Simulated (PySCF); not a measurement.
**A survey of ²⁹Si NMR shifts**

[PySCF 2.14.0 with density-fitted response routines: GIAO PBE0/pcSseg-1 shieldings; structure optimised with GFN2-xTB; in vacuum; one computed conformer; no relativistic terms; one averaged value for each set of equivalent atoms]

Shieldings were converted by a linear fit to measured shifts: ²⁹Si (scatter 8.9 ppm rms, 25.8 ppm with the 6 outliers that the fit left out vs TMS, solution or neat liquid). Occasional misses reach two or three times the rms, and more in compound classes unlike the fitted ones.

(1) Give the ²⁹Si shifts of `CP([SiH3])C(F)=C(F)F`.

(2) Order these by ²⁹Si shift, lowest first.
A. O=C1CO[C@H](CCO)[SiH2]1
B. COc1cn([SiH](C)C)nn1
C. FC(F)(F)[C@@H]1CC[SiH2]1
D. C[SiH2]C[C@H](C)CS

Answers

(1) 
```tsv
compound	environment	δ (ppm)
CP([SiH3])C(F)=C(F)F	silicon bonded to P, 3 H	-68.2
```

(2) A (-73.4 ppm, silicon bonded to 2 C, 2 H, in a 5-membered ring), D (-45.3 ppm, silicon bonded to 2 C, 2 H), C (-32.5 ppm, silicon bonded to 2 C, 2 H, in a 4-membered ring), B (-9.2 ppm, silicon bonded to 2 C, N, H).
